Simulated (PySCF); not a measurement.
# PySCF run on CdS

File input.py (PySCF 2.14):

```python
from pyscf import gto, dft

mol = gto.M(
    atom='Cd 0 0 0; S 0 0 1.996',
    basis='sbkjc',
    ecp={'Cd': 'sbkjc', 'S': 'sbkjc'},
    charge=0,
    spin=0,
    verbose=4,
)
mf = dft.RKS(mol, xc='lda,vwn')
mf.kernel()
mf.mulliken_pop()
mf.dip_moment()
print('orbital energies (hartree):', mf.mo_energy[..., max(0, mol.nelec[1]-3):mol.nelec[0]+3].round(4))
```

```bash
$ OMP_NUM_THREADS=1 python input.py
```

Output (some set-up lines removed):

```
PySCF version 2.14.0

[INPUT] verbose = 4
[INPUT] num. atoms = 2
[INPUT] num. electrons = 26
[INPUT] charge = 0
[INPUT] spin (= nelec alpha-beta = 2S) = 0
[INPUT] symmetry False subgroup None
[INPUT] Mole.unit = angstrom
[INPUT] Symbol           X                Y                Z      unit          X                Y                Z       unit  Magmom
[INPUT]  1 Cd     0.000000000000   0.000000000000   0.000000000000 AA    0.000000000000   0.000000000000   0.000000000000 Bohr   0.0
[INPUT]  2 S      0.000000000000   0.000000000000   1.996000000000 AA    0.000000000000   0.000000000000   3.771893344632 Bohr   0.0

nuclear repulsion = 31.8142611775551
number of shells = 15
number of NR pGTOs = 73
number of NR cGTOs = 39
basis = sbkjc
ecp = {'Cd': 'sbkjc', 'S': 'sbkjc'}

******** <class 'pyscf.dft.rks.RKS'> ********
method = RKS
initial guess = minao
damping factor = 0
level_shift factor = 0
DIIS = <class 'pyscf.scf.diis.CDIIS'>
diis_start_cycle = 1
diis_space = 8
diis_damp = 0
SCF conv_tol = 1e-09
SCF conv_tol_grad = None
SCF max_cycles = 50
direct_scf = True
direct_scf_tol = 1e-13
XC library pyscf.dft.libxc version 7.0.0
    S. Lehtola, C. Steigemann, M. J.T. Oliveira, and M. A.L. Marques.,  SoftwareX 7, 1–5 (2018)
XC functionals = lda,vwn
    P. A. M. Dirac.,  Math. Proc. Cambridge Philos. Soc. 26, 376 (1930)
    F. Bloch.,  Z. Phys. 57, 545 (1929)
    S. H. Vosko, L. Wilk, and M. Nusair.,  Can. J. Phys. 58, 1200 (1980)
radial grids:
    Treutler-Ahlrichs [JCP 102, 346 (1995); DOI:10.1063/1.469408] (M4) radial grids

becke partition: Becke, JCP 88, 2547 (1988); DOI:10.1063/1.454033
pruning grids: <function nwchem_prune>
grids dens level: 3
symmetrized grids: False
atomic radii adjust function: <function treutler_atomic_radii_adjust>
small_rho_cutoff = 0
Set gradient conv threshold to 3.16228e-05
Initial guess from minao.
tot grids = 41272
init E= -147.635626262559
  HOMO = 0.319485289521475  LUMO = 0.379886368977967  gap/eV = 1.64360
cycle= 1 E= -140.08853895811  delta_E= 7.55  |g|= 11.8  |ddm|= 25.5
  HOMO = -3.05872812264296  LUMO = -2.32680736257773  gap/eV = 19.91658
cycle= 2 E= -147.127814479038  delta_E= -7.04  |g|= 10.5  |ddm|= 28.3
  HOMO = -0.898479857413128  LUMO = -0.474034052452864  gap/eV = 11.54976
cycle= 3 E= -175.690796895367  delta_E= -28.6  |g|= 1.33  |ddm|= 14.7
  HOMO = -0.132585067910034  LUMO = 0.0512624762655012  gap/eV = 5.00275
cycle= 4 E= -170.730163852951  delta_E= 4.96  |g|=  2.7  |ddm|= 5.16
  HOMO = -0.172606105965798  LUMO = -0.121498933204812  gap/eV = 1.39070
cycle= 5 E= -176.560534156988  delta_E= -5.83  |g|= 0.476  |ddm|= 3.68
  HOMO = -0.197397868204792  LUMO = -0.181681882618404  gap/eV = 0.42765
cycle= 6 E= -176.597248644598  delta_E= -0.0367  |g|=  0.3  |ddm|= 0.526
  HOMO = -0.208838026985326  LUMO = -0.166842280781399  gap/eV = 1.14276
cycle= 7 E= -176.634714337233  delta_E= -0.0375  |g|= 0.0693  |ddm|= 0.59
  HOMO = -0.208448820359763  LUMO = -0.17611454861388  gap/eV = 0.87986
cycle= 8 E= -176.637334684888  delta_E= -0.00262  |g|= 0.0378  |ddm|= 0.227
  HOMO = -0.210269944215775  LUMO = -0.175900227588392  gap/eV = 0.93525
cycle= 9 E= -176.638027883183  delta_E= -0.000693  |g|= 0.00606  |ddm|= 0.075
  HOMO = -0.210106724410084  LUMO = -0.176198579646482  gap/eV = 0.92269
cycle= 10 E= -176.638045297535  delta_E= -1.74e-05  |g|= 0.000752  |ddm|= 0.0116
  HOMO = -0.210130424693388  LUMO = -0.176169242692736  gap/eV = 0.92413
cycle= 11 E= -176.638045539402  delta_E= -2.42e-07  |g|= 8.83e-06  |ddm|= 0.0012
  HOMO = -0.210132033258255  LUMO = -0.176171013298434  gap/eV = 0.92413
cycle= 12 E= -176.638045539433  delta_E= -3.06e-11  |g|= 1.91e-06  |ddm|= 1.82e-05
  HOMO = -0.210131348390784  LUMO = -0.176170922923153  gap/eV = 0.92411
Extra cycle  E= -176.638045539415  delta_E= 1.82e-11  |g|= 6.53e-06  |ddm|= 1.18e-05
converged SCF energy = -176.638045539415
 ** Mulliken pop  **
pop of  0 Cd 4s           0.82688
pop of  0 Cd 5s           0.81366
pop of  0 Cd 6s           0.41241
pop of  0 Cd 7s           1.15103
pop of  0 Cd 4px          1.11733
pop of  0 Cd 4py          1.11733
pop of  0 Cd 4pz          1.10925
pop of  0 Cd 5px          0.17183
pop of  0 Cd 5py          0.17183
pop of  0 Cd 5pz          0.12274
pop of  0 Cd 6px          0.11336
pop of  0 Cd 6py          0.11336
[27 lines left out]
 ** Mulliken atomic charges  **
charge of    0Cd =      0.15218
charge of    1S =     -0.15218
Dipole moment(X, Y, Z, Debye):  0.00000,  0.00000, -4.77989
orbital energies (hartree): [-0.2927 -0.2101 -0.2101 -0.1762 -0.044  -0.044 ]
```

In short: E(SCF) = -176.638046 Eh, 12 cycles, μz(SCF) = -4.78 D.

Run time: 1.7 s on 1 thread of Arm Neoverse V1 (shared host).

Stability towards an unrestricted solution was not tested. The bond length is a typed value, not an optimised one.
